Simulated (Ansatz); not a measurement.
Mulliken charges of Cl$_{3}$OTa, SMILES `[O]=[Ta]([Cl])([Cl])[Cl]` from ωB97M-V/def2-TZVPP in Ansatz (PBE0-D4/def2-TZVP geometry).

| atom | x (Å) | y (Å) | z (Å) | charge (e) |
| --- | --- | --- | --- | --- |
| O1 | -0.851 | 0.090 | 1.538 | -0.342 |
| Ta2 | -0.025 | -0.011 | 0.055 | 0.869 |
| Cl3 | 1.630 | -1.562 | 0.294 | -0.176 |
| Cl4 | -1.536 | -0.646 | -1.532 | -0.176 |
| Cl5 | 0.832 | 2.055 | -0.396 | -0.176 |

Task: By hand: the dipole of these point charges (1 e Å = 4.8032 D).

Result: Σ q r = (0.106, -0.013, -0.191) e Å, of length 0.219 e Å = 1.05 D.

Task: How does the dipole of the full density compare? (Best estimate.)

Result: The calculation gave: (0.167, -0.020, -0.299) e Å, 1.65 D; the point charges give 0.64 times that, at 0° from its direction.

Point charges leave out the atoms' own dipoles, such as those of lone pairs, and Mulliken's split depends on the basis, so the two needn't agree.
